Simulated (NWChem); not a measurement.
System: NaF; SMILES [F][Na]

Computed with NWChem. All runs use the structure optimised with PBE0/def2-SVP. Core excitations by TDA in a window of 1s orbitals, non-relativistic and unshifted: absolute energies depend strongly on the exact-exchange share.

Question: Estimate the computed values for F K edge, B3LYP/def2-TZVP. Quantities: first 1s excitation (eV); dipole oscillator strength of the first; first state with f > 0.002 (eV); dipole oscillator strength of that state.

Answer: 
```json
{
  "first 1s excitation (eV)": "663.3",
  "dipole_oscillator_strength_of_the_first": "0.0026",
  "first state with f > 0.002 (eV)": "663.3",
  "dipole_oscillator_strength_of_that_state": "0.0026"
}
```
